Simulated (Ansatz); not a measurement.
Reaction: BSiH5 (boranylsilane, SMILES [SiH3]B) → BSiH4 (SMILES [BH][SiH3], doublet) + H (doublet) (the B-H bond breaks)
Each species at its own B3LYP-D3(BJ)/def2-TZVP minimum (Ansatz, a quantum-chemistry and plane-wave program).

Quantity: bond dissociation energy (electronic), in kJ/mol. UHF or UKS for unpaired electrons; spin-orbit terms are left out. CBS(X,Y): correlation extrapolated as X^-3, Hartree-Fock from the larger set. A bracket is a step between two methods taken in the basis named. The functionals are non-relativistic, so their misses hold any scalar relativity. '+ core + X2C': CCSD(T) terms for core correlation (cc-pwCVTZ, 1s frozen past Ne) and scalar relativity (cc-pVTZ-DK). Where a partner has so few electrons that a lower coupled-cluster level is exact, that level stands in.

CCSD(T)/CBS(cc-pV(T+d)Z,cc-pV(Q+d)Z) + [CCSDT(Q) - CCSD(T)]/cc-pV(T+d)Z + core + X2C (Ansatz) gives 445.1 kJ/mol.

What does PBE/def2-TZVPD (Ansatz) give here, and how do the other levels compare?

PBE gives 425.1 kJ/mol, 20.0 kJ/mol below it. Differences of the others: r2SCAN/def2-TZVPD (Ansatz) -21.1; B3LYP/def2-TZVPD (Ansatz) -5.5; PBE0/def2-TZVPD (Ansatz) -18.3; wB97M-V/def2-TZVPD (Ansatz) 1.4; CCSD(T)/CBS(cc-pV(T+d)Z,cc-pV(Q+d)Z) + core + X2C (Ansatz) 0.2 kJ/mol. Nearer than PBE: B3LYP/def2-TZVPD, PBE0/def2-TZVPD, wB97M-V/def2-TZVPD, CCSD(T)/CBS(cc-pV(T+d)Z,cc-pV(Q+d)Z) + core + X2C.
